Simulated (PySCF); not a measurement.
# HfF₃⁺, singlet: computed properties

All numbers come from PBE0/[Hf def2-TZVP with ECP60, F def2-TZVP], scalar-relativistic core potentials, density fitting, no spin–orbit coupling, PySCF.

The structure is a minimum.

```xyz
4
charge 1 multiplicity 1, angstrom
Hf    0.0000    0.0000   -0.1415
F     1.7264    0.0000    0.4966
F    -0.8632    1.4951    0.4966
F    -0.8632   -1.4951    0.4966
```

- Point group: C3v
- Bond lengths: Hf–F 1.840 Å (×3)
- Bond angles: F–Hf–F 108.6° (×3)
- Heat capacity Cp at 298.15 K: 66.4 J/(mol K)
- Lowest empty level: -9.67 eV
- Principal quadrupole moments (Buckingham, traceless) about the centre of mass: -4.00, -3.99, 7.99 D Å
- Rotational constants: 0.1644, 0.1644, 0.09924 cm⁻¹
- Principal polarisabilities: 17.2, 28.0, 28.0 bohr³
- Enthalpy at 298.15 K above 0 K: 15.56 kJ/mol
- Dipole moment about the centre of mass: 4.79 D
- Entropy at 298.15 K and 1 bar: 311.2 J/(mol K)
- Highest occupied level: -18.16 eV
- Rotational symmetry number: 3
- Zero-point energy: 16.2 kJ/mol

Harmonic modes (masses in u: Hf 179.947, F 18.998):
```json
{"symmetry": "a1", "ω (cm⁻¹)": "131", "IR (km/mol, summed over degenerate members)": "34.4", "type": "bend"}
{"symmetry": "e", "ω (cm⁻¹)": "182", "IR (km/mol, summed over degenerate members)": "14.8", "type": "bend"}
{"symmetry": "e", "ω (cm⁻¹)": "731", "IR (km/mol, summed over degenerate members)": "295", "type": "stretch"}
{"symmetry": "a1", "ω (cm⁻¹)": "757", "IR (km/mol, summed over degenerate members)": "19.4", "type": "stretch"}
```

In C3v the vibrations span 2a1 + 2e.

Charges (e):
```json
{"atom": "Hf1", "Mulliken": "1.88", "Löwdin": "1.33", "polar tensor": "2.90", "Mayer order to Hf1": "–"}
{"atom": "F2,3,4", "Mulliken": "-0.29", "Löwdin": "-0.11", "polar tensor": "-0.63", "Mayer order to Hf1": "1.17"}
```

Mulliken populations on Hf1 (electrons outside its core potential): s 2.17, p 6.18, d 1.57, f 0.20.

Outer orbital energies (eV). occupied: -19.60, -19.43, -19.06, -19.06, -18.54, -18.17, -18.17, -18.16; empty: -9.67, -7.87, -7.87, -6.13.

Formally Hf is in oxidation state +4, d0. A d0 centre has no lone pair, yet it is C3v rather than trigonal planar: covalent bonding through the d orbitals favours lower symmetry. The polar-tensor charge on Hf, 2.90, is below the formal one.

Only a few start shapes were tried, so a lower isomer may exist. Spin–orbit coupling, left out here, can matter for elements this heavy.

The final relaxation and frequency run took 30 s on 4 threads of a shared Arm Neoverse V1 host, with 133 basis functions and 11 gradients; the process peaked at 1.5 GiB. Launch command: `OMP_NUM_THREADS=4 python axn.py task.json out`.
